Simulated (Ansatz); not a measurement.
GaH₉Si₃ (`[SiH3][Ga]([SiH3])[SiH3]`), relaxed with RKS PBE0-D4/def2-TZVP in Ansatz 0.2.0 from a PBE-D4/def2-SVP geometry. The force threshold is 0.005 eV/Å; the program also tests the step.

Charge 0, multiplicity 1.

Start:

```xyz
13

Si    1.097   -1.025    1.905
Ga   -0.093    0.022    0.065
Si    0.242    2.382   -0.397
Si   -1.429   -1.334   -1.442
H     0.399   -2.249    2.443
H     2.440   -1.472    1.372
H     1.361   -0.087    3.056
H    -0.929    3.020   -1.100
H     0.553    3.193    0.835
H     1.434    2.491   -1.320
H    -2.536   -0.562   -2.114
H    -0.505   -1.836   -2.529
H    -2.034   -2.543   -0.774
```

```csv
step,energy (eV),largest force (eV/Å),largest move (Å)
1,-76141.1557,0.297,0.000
2,-76141.1823,0.089,0.028
3,-76141.1843,0.027,0.021
4,-76141.1845,0.006,0.007
5,-76141.1846,0.002,0.008
6,-76141.1846,0.001,0.006
```

End:

```xyz
13

Si    1.101   -1.026    1.894
Ga   -0.076    0.018    0.056
Si    0.247    2.372   -0.402
Si   -1.416   -1.330   -1.441
H     0.392   -2.224    2.424
H     2.432   -1.475    1.392
H     1.341   -0.090    3.028
H    -0.925    2.989   -1.084
H     0.539    3.162    0.826
H     1.421    2.506   -1.315
H    -2.512   -0.555   -2.087
H    -0.525   -1.838   -2.525
H    -2.019   -2.512   -0.765
```

It took 25 s on 4 threads of an Arm Neoverse V2 on a shared host, with 0.73 GiB of host memory at the peak.
